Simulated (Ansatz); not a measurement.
Total energies of the cluster Ga3P2 from Ansatz at r2SCAN-D4/def2-TZVP, gas phase (1 Eh = 27.2114 eV = 2625.5 kJ/mol). The reference geometry is relaxed at PBE0-D4/def2-SVP.

Cartesian coordinates in Å:
```
Ga 1.089 1.290 1.177
Ga 1.192 -1.320 0.243
Ga -0.477 -0.686 -1.881
P -1.000 -0.510 0.842
P -0.803 1.226 -0.381
```

```json
{"state": "charge 0 doublet", "geometry": "reference", "energy (Eh)": "-6457.27501"}
{"state": "charge 1 singlet", "geometry": "reference", "energy (Eh)": "-6456.99980"}
{"state": "charge 0 quartet", "geometry": "relaxed at PBE0-D4/def2-SVP", "energy (Eh)": "-6457.23868"}
{"state": "free Ga atom (doublet)", "geometry": "–", "energy (Eh)": "-1924.78964"}
{"state": "free P atom (quartet)", "geometry": "–", "energy (Eh)": "-341.23792"}
```

(1) Work out the vertical ionisation energy to the singlet.

(2) Which of the charge 0 states is lowest, and how far above it are the others?

(3) What is the binding energy per atom against free atoms?

(1) E(charge 1 singlet) − E(charge 0 doublet) = -6456.99980 − (-6457.27501) = 0.27521 Eh = 7.49 eV. For comparison, −ε of the highest occupied level of the spin that leaves is 5.29 eV at this level, 2.20 eV less.

(2) The doublet. quartet: -6457.23868 − (-6457.27501) = 0.03633 Eh = 95.4 kJ/mol. The quartet differs in its bonds from the reference.

(3) Atoms: 3 × (-1924.78964) + 2 × (-341.23792) = -6456.84476 Eh. Binding: -6456.84476 − (-6457.27501) = 0.43025 Eh = 11.71 eV, or 2.34 eV for each of 5 atoms (no zero-point energy, no counterpoise term).

The restricted singlet is unstable towards broken spin symmetry in Hartree–Fock (as tested in another run); at r2SCAN-D4/def2-TZVP this wasn't settled. 

The structure comes from a short search, and lower isomers may exist.
